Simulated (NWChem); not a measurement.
Species: C₄H₃FOS; SMILES Oc1cc(F)cs1

```xyz
10

O     -1.1994    -2.1390     0.0000
C     -0.5497    -0.9675     0.0000
C     -1.1391     0.2669     0.0000
C     -0.1541     1.2935     0.0000
F     -0.4930     2.5753     0.0000
C      1.1404     0.8652     0.0000
S      1.1868    -0.8646     0.0000
H     -0.5776    -2.8748     0.0000
H     -2.2145     0.4356     0.0000
H      2.0514     1.4582     0.0000
```
Atoms are numbered in this order, from 1.

Results from NWChem. Coordinates come from a PBE0/def2-SVP optimisation.

For level BLYP/def2-SVP:

| Item | Result |
|---|---|
| highest occupied level (eV) | -4.83 |
| orbital gap (eV) | 4.22 |

Q: What are these values for level TPSSh/def2-SVP?

A: The highest occupied level (eV) comes out as -5.60 and the orbital gap (eV) is 5.16.
